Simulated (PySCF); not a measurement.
B(Cl)(F)(nBu), C4H9BClF, SMILES C(CCC)B(Cl)F, GFN2-xTB optimised geometry.

```
16

B     -2.26     0.57     0.00
Cl    -3.23    -0.84     0.01
F     -2.91     1.73     0.00
C     -0.68     0.57     0.00
C     -0.01    -0.81    -0.08
C      1.52    -0.73    -0.14
C      2.14    -0.21     1.15
H     -0.33     1.19    -0.83
H     -0.34     1.08     0.90
H     -0.30    -1.40     0.78
H     -0.37    -1.32    -0.97
H      1.91    -1.73    -0.35
H      1.81    -0.08    -0.97
H      1.82    -0.82     1.99
H      1.86     0.82     1.34
H      3.23    -0.26     1.08
```

Density from PBE0/def2-TZVP (PySCF) at that geometry.

Minimum of the electron density along straight lines between bonded atoms, close to the bond critical point (lines longer than 1.1 times the sum of covalent radii, or with two minima, are not listed):

```tsv
bond	length / Å	ρ at the minimum / e bohr⁻³	∇²ρ there / e bohr⁻⁵	position (fraction from the first atom)
B1–Cl2	1.712	?	?	0.30
B1–F3	1.326	0.203	?	0.34
B1–C4	1.581	0.193	-0.44	0.34
C4–C5	1.533	0.241	-0.58	0.51
C5–C6	1.529	0.246	-0.61	0.50
C6–C7	1.524	0.246	-0.61	0.50
C4–H8	1.095	0.271	-0.90	0.64
C4–H9	1.094	0.271	-0.90	0.64
C5–H10	1.091	0.279	-0.96	0.64
C5–H11	1.092	0.280	-0.96	0.64
C6–H12	1.092	0.279	-0.95	0.64
C6–H13	1.092	0.278	-0.95	0.64
C7–H14	1.088	0.279	-0.95	0.64
C7–H15	1.087	0.279	-0.96	0.64
C7–H16	1.087	0.279	-0.96	0.64
```

Question: Fill in the missing entries.

Answer: 
- B1–Cl2, ρ at the minimum / e bohr⁻³: 0.162
- B1–Cl2, ∇²ρ there / e bohr⁻⁵: 0.05
- B1–F3, ∇²ρ there / e bohr⁻⁵: 1.25
